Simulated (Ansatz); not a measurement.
Cost and result up the ladder for In(PH3)H3 (InPH₆) (8 atoms). Total charge 0; singlet. Geometry: B3LYP-D4/def2-TZVP.

```xyz
8

In    1.566    0.164   -0.407
P    -1.168   -0.125    0.310
H    -1.748   -1.408    0.372
H    -2.155    0.484   -0.491
H    -1.627    0.345    1.557
H     1.404   -0.671   -1.921
H     2.189   -0.689    0.970
H     1.538    1.899   -0.391
```

Ansatz on 4 threads of Arm Neoverse V1 on a shared host. Times are rough, and most runs start from the orbitals of an earlier one. CAM-B3LYP-D4/def2-TZVP serves as the yardstick here, not as an exact answer. Differences are given only for rows in sets of like size (and for xTB, whose basis is part of the method), since another set adds its own error. Binding counts from free atoms at the same level (In doublet, P quartet, H doublet; other spins of the atoms weren't run), without zero-point energy or a counterpoise term.

In the def2 sets In takes a core potential; there is no spin–orbit coupling. LC-ωPBE has ω = 0.4 bohr⁻¹. HSE06 is defined as in plane-wave codes, on full-range PBE exchange. Correlated methods freeze 9 core orbitals; core or outer-core shells of In are correlated, in sets that lack core-valence functions.

Correlated methods converge slowly with the basis.

| level | functions | wall time | binding energy per atom (eV) | difference from CAM-B3LYP-D4/def2-TZVP (eV) |
| --- | --- | --- | --- | --- |
| PBE-D4/def2-SVP | 74 | 0.5 s | 2.25 | – |
| PBE0-D4/def2-SVP | 74 | 0.7 s | 2.25 | – |
| MP2/def2-TZVP | 123 | 0.7 s | 2.11 | -0.24 |
| PBE-D4/def2-TZVP | 123 | 0.8 s | 2.27 | -0.07 |
| revPBE-D4/def2-TZVP | 123 | 0.8 s | 2.24 | -0.11 |
| LC-ωPBE/def2-TZVP | 123 | 0.95 s | 2.28 | -0.06 |
| BHLYP-D4/def2-TZVP | 123 | 1 s | 2.31 | -0.04 |
| HSE06-D4/def2-TZVP | 123 | 1.1 s | 2.27 | -0.07 |
| CAM-B3LYP-D4/def2-TZVP | 123 | 1.1 s | 2.34 | 0.00 |
| PBE0-D4/def2-TZVP | 123 | 1.1 s | 2.27 | -0.07 |
| r2SCANh-D4/def2-TZVP | 123 | 1.8 s | 2.30 | -0.04 |
| r2SCAN-D4/def2-TZVP (with forces) | 123 | 1.9 s | 2.31 | -0.04 |
| CCSD(T)/def2-TZVPP | 176 | 22 s | 2.28 | -0.07 |
